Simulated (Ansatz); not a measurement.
BrFH3NOSi (`N[Si](O)(F)Br`), relaxed with RKS PBE0-D4/def2-TZVP in Ansatz 0.2.0 from a PBE-D4/def2-SVP geometry. The force threshold is 0.005 eV/Å; the program also tests the step.

The species carries charge 0 and has multiplicity 1.

Start:

```xyz
8

N     1.189    0.291    0.190
Si   -0.419   -0.056   -0.309
O    -1.415   -0.315    0.991
F    -0.875    1.237   -1.193
Br   -0.707   -1.847   -1.598
H     1.716   -0.432    0.685
H     1.793    0.786   -0.472
H    -1.282    0.336    1.705
```

```csv
step,energy (eV),largest force (eV/Å),largest move (Å)
1,-84217.8177,1.368,0.000
2,-84217.8809,0.816,0.026
3,-84217.9027,0.079,0.025
4,-84217.9040,0.071,0.008
5,-84217.9058,0.066,0.020
6,-84217.9061,0.034,0.020
7,-84217.9061,0.011,0.011
8,-84217.9061,0.003,0.004
```

End:

```xyz
8

N     1.180    0.276    0.159
Si   -0.412   -0.050   -0.309
O    -1.369   -0.308    0.975
F    -0.869    1.208   -1.161
Br   -0.713   -1.816   -1.591
H     1.688   -0.396    0.712
H     1.790    0.762   -0.478
H    -1.295    0.324    1.694
```

It took 35 s on 4 threads of an Arm Neoverse V1 on a shared host, with 0.58 GiB of host memory at the peak.
